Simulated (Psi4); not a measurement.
CH$_{2}$Cl$_{6}$Si$_{2}$, charge -1, doublet, at a GFN2-xTB geometry (a state made from the parent by changing its charge; the spin is typed, not shown lowest) (a gas-phase anion, which may not be bound at this level); MP2/STO-3G run with Psi4 1.11.

Input for Psi4:
```
memory 2 GB

molecule mol {
-1 2
Cl    3.087990   -0.396772   -1.265694
Si    1.473981    0.293217   -0.194612
Cl    2.179332    0.667664    1.668849
Cl    0.976619    2.069056   -1.021812
C     0.105443   -0.995103   -0.215735
Si   -1.635604   -0.253433    0.203303
Cl   -2.051876    0.257377   -1.987281
Cl   -1.203103   -0.203777    2.439484
Cl   -2.916123   -1.884244    0.276264
H     0.336163   -1.781037    0.505877
H     0.055626   -1.463471   -1.199885
}

set {
  basis sto-3g
  reference uhf
  freeze_core true
  mp2_type conv
  scf_type pk
  puream true
  d_convergence 1e-8
}

energy('mp2')
print_variables()
```

Output, abridged:

```
   => Loading Basis Set <=

    Name: STO-3G
    Role: ORBITAL
    Keyword: BASIS

         ---------------------------------------------------------
                                   SCF
               by Justin Turney, Rob Parrish, Andy Simmonett
                          and Daniel G. A. Smith
                              UHF Reference
         ---------------------------------------------------------

  ==> Geometry <==

    Molecular point group: c1
    Full point group: C1

    Geometry (in Angstrom), charge = -1, multiplicity = 2:

       Center              X                  Y                   Z               Mass
    ------------   -----------------  -----------------  -----------------  -----------------
         CL           3.089113900320    -0.410038293032    -1.268534843183    34.968852682000
         SI           1.475104900320     0.279950706968    -0.197452843183    27.976926534650
         CL           2.180455900320     0.654397706968     1.666008156817    34.968852682000
         CL           0.977742900320     2.055789706968    -1.024652843183    34.968852682000
         C            0.106566900320    -1.008369293032    -0.218575843183    12.000000000000
         SI          -1.634480099680    -0.266699293032     0.200462156817    27.976926534650
         CL          -2.050752099680     0.244110706968    -1.990121843183    34.968852682000
         CL          -1.201979099680    -0.217043293032     2.436643156817    34.968852682000
         CL          -2.914999099680    -1.897510293032     0.273423156817    34.968852682000
         H            0.337286900320    -1.794303293032     0.503036156817     1.007825032230
         H            0.056749900320    -1.476737293032    -1.202725843183     1.007825032230

  Running in c1 symmetry.

  Rotational constants: A =      0.02187  B =      0.01138  C =      0.00935 [cm^-1]
  Rotational constants: A =    655.61951  B =    341.06744  C =    280.43660 [MHz]
  Nuclear repulsion = 1313.922592238855714

  Charge       = -1
  Multiplicity = 2
  Electrons    = 139
  Nalpha       = 70
  Nbeta        = 69

  ==> Algorithm <==

  SCF Algorithm Type is PK.
  DIIS enabled.
  MOM disabled.
  Fractional occupation disabled.
  Guess Type is SAD.
  Energy threshold   = 1.00e-08
  Density threshold  = 1.00e-08
  Integral threshold = 1.00e-12

  ==> Primary Basis <==

  Basis Set: STO-3G
    Blend: STO-3G
    Number of shells: 45
    Number of basis functions: 79
    Number of Cartesian functions: 79
    Spherical Harmonics?: true
    Max angular momentum: 1

  ==> Integral Setup <==

  Using in-core PK algorithm.
   Calculation information:
      Number of atoms:                  11
      Number of AO shells:              45
      Number of primitives:            135
      Number of atomic orbitals:        79
      Number of basis functions:        79

      Integral cutoff                 1.00e-12
      Number of threads:                 1

  Performing in-core PK
  Using 9988760 doubles for integral storage.
  We computed 242057 shell quartets total.
  Whereas there are 536130 unique shell quartets.

  ==> DiskJK: Disk-Based J/K Matrices <==

    J tasked:                  Yes
    K tasked:                  Yes
    wK tasked:                  No
    Schwarz Cutoff:          1E-12

  Minimum eigenvalue in the overlap matrix is 2.4534754148E-01.
  Reciprocal condition number of the overlap matrix is 1.0849107046E-01.
    Using symmetric orthogonalization.

  ==> Pre-Iterations <==

  SCF Guess: Superposition of Atomic Densities via on-the-fly atomic UHF (no occupation information).

   -------------------------
    Irrep   Nso     Nmo
   -------------------------
     A         79      79
   -------------------------
    Total      79      79
   -------------------------

  ==> Iterations <==

                        Total Energy        Delta E     RMS |[F,P]|

   @UHF iter SAD: -3333.96188170082951   -3.33396e+03   0.00000e+00
[...]
  @UHF Final Energy: -3337.55173276097548
    Total Energy =                      -3337.5517327609754830
  DIE_IF_NOT_CONVERGED          => (empty)
[...]
  ORTH_TYPE                     => (empty)
  OS_SCALE                      => (empty)
  PARENT_SYMMETRY               => (empty)
  PCG_BETA_TYPE                 => (empty)
  PCG_CONVERGENCE               => (empty)
  PCG_MAXITER                   => (empty)
  PCM                           => (empty)
  PE                            => (empty)
  PRINT                         => (empty)
  PRINT_NOONS                   => (empty)
  PROPERTIES                    => (empty)
  PROPERTIES_ORIGIN             => (empty)
  PUREAM                        => TRUE            !
  QC_MODULE                     => (empty)
  RAS1                          => (empty)
  RAS2                          => (empty)
  RAS3                          => (empty)
  RAS4                          => (empty)
  RELATIVISTIC                  => (empty)
  RELAXED                       => (empty)
  REMP_A                        => (empty)
  RESTRICTED_DOCC               => (empty)
  RESTRICTED_UOCC               => (empty)
  RMS_MOGRAD_CONVERGENCE        => (empty)
  R_CONVERGENCE                 => (empty)
  SCF_TYPE                      => PK              !
  SCREENING                     => (empty)
  SCS_TYPE                      => (empty)
  SOCC                          => (empty)
  SOS_TYPE                      => (empty)
  SPIN_SCALE_TYPE               => NONE            !
  SS_SCALE                      => (empty)
  SYMMETRIZE                    => (empty)
  TPDM_ABCD_TYPE                => (empty)
  WFN                           => (empty)
  WFN_TYPE                      => OMP2            !
  WRITER_FILE_LABEL             => (empty)
  ZORA_BASIS_TOLERANCE          => (empty)
  ZORA_NR_DEBUG                 => (empty)
  ZORA_PRUNING_SCHEME           => (empty)
  ZORA_RADIAL_POINTS            => (empty)
  ZORA_SPHERICAL_POINTS         => (empty)

 ==============================================================================
 ==============================================================================
 ==============================================================================

                             MP2
                    Program Written by Ugur Bozkaya,
              Additional Contributions by J. P. Misiewicz

 ==============================================================================
 ==============================================================================
 ==============================================================================

	MO spaces per irreps...

	IRREP   FC   AOCC  BOCC  AVIR    BVIR  FV
	==========================================
	   A    41    29    28     9     10     0
	==========================================

	Computing MP2 energy using SCF MOs (Canonical MP2)...
	==============================================================================
	Nuclear Repulsion Energy (a.u.)    :  1313.92259223885571
	SCF Energy (a.u.)                  : -3337.55173276097548
	REF Energy (a.u.)                  : -3337.55173276097548
	Alpha-Alpha Contribution (a.u.)    :    -0.00911040159434
	Alpha-Beta Contribution (a.u.)     :    -0.11037855436353
	Beta-Beta Contribution (a.u.)      :    -0.01080188816788
	Scaled_SS Correlation Energy (a.u.):    -0.00663742992074
	Scaled_OS Correlation Energy (a.u.):    -0.13245426523624
	SCS-MP2 Total Energy (a.u.)        : -3337.69082445613276
	SOS-MP2 Total Energy (a.u.)        : -3337.68418702621193
	SCSN-MP2 Total Energy (a.u.)       : -3337.58677839095708
	SCS-MP2-VDW Total Energy (a.u.)    : -3337.70297345544213
	SOS-PI-MP2 Total Energy (a.u.)     : -3337.70626273708422
	MP2 Correlation Energy (a.u.)      :    -0.13029084412575
	MP2 Total Energy (a.u.)            : -3337.68202360510122
	==============================================================================

  Variable Map:
  ----------------------------------------------------------------------------
[...]
  Array Variable Map:
  ----------------------------------------------------------------------------
[...]
[...]
```
